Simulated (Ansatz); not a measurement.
PtI₂. Total charge 0; quintet. Geometry r2SCAN-D4/def2-TZVP.

```xyz
3

Pt   -0.1455    1.0651   -0.0611
I     0.4826   -0.5914   -1.9728
I    -0.3371   -0.4737    2.0338
```

In the def2 sets I, Pt take a core potential; there is no spin–orbit coupling. HSE06 is defined as in plane-wave codes, on full-range PBE exchange. At LDA (SPW92)/def2-TZVP the gap within one spin of the charge 0 quintet nearly closes, so an electron or hole may be smeared out by delocalisation error. At PBE0-D4/def2-TZVP a triplet of charge 0 lies 3.19 eV below the quintet, each at its own geometry. The structure comes from a short search, and lower isomers may exist.

Task: Estimate the α-spin orbital energies around the gap (eV) in Ansatz with LDA (SPW92)/def2-TZVP, PBE-D4/def2-TZVP, PBE0-D4/def2-TZVP, HSE06-D4/def2-TZVP, CAM-B3LYP-D4/def2-TZVP.

Result: 
```
orbital  LDA (SPW92)/def2-TZVP  PBE-D4/def2-TZVP  PBE0-D4/def2-TZVP  HSE06-D4/def2-TZVP  CAM-B3LYP-D4/def2-TZVP
 HOMO−9                  -9.59             -9.47             -11.12              -10.74                  -12.24
 HOMO−8                  -9.00             -8.91             -10.82              -10.41                  -12.22
 HOMO−7                  -8.60             -8.45             -10.48              -10.04                  -12.19
 HOMO−6                  -7.81             -7.64              -9.36               -8.94                  -10.81
 HOMO−5                  -7.50             -7.43              -8.95               -8.55                  -10.23
 HOMO−4                  -7.34             -7.19              -8.73               -8.36                   -9.82
 HOMO−3                  -7.26             -7.15              -8.44               -8.04                   -9.79
 HOMO−2                  -7.19             -7.08              -8.21               -7.83                   -9.45
 HOMO−1                  -6.54             -6.43              -7.61               -7.24                   -8.73
   HOMO                  -4.32             -4.16              -5.01               -4.65                   -6.02
   LUMO                  -1.04             -0.83              -0.44               -0.78                    0.36
 LUMO+1                  -0.06              0.14               0.80                0.45                    1.64
 LUMO+2                   0.07              0.26               0.89                0.54                    1.71
 LUMO+3                   0.86              1.06               1.79                1.42                    2.75
 LUMO+4                   2.70              2.82               3.66                3.28                    4.73
 LUMO+5                   3.03              3.20               4.04                3.66                    5.02
 β HOMO                  -6.57             -6.43              -7.59               -7.20                   -8.85
 β LUMO                  -6.53             -6.27              -5.56               -5.92                   -4.66
```
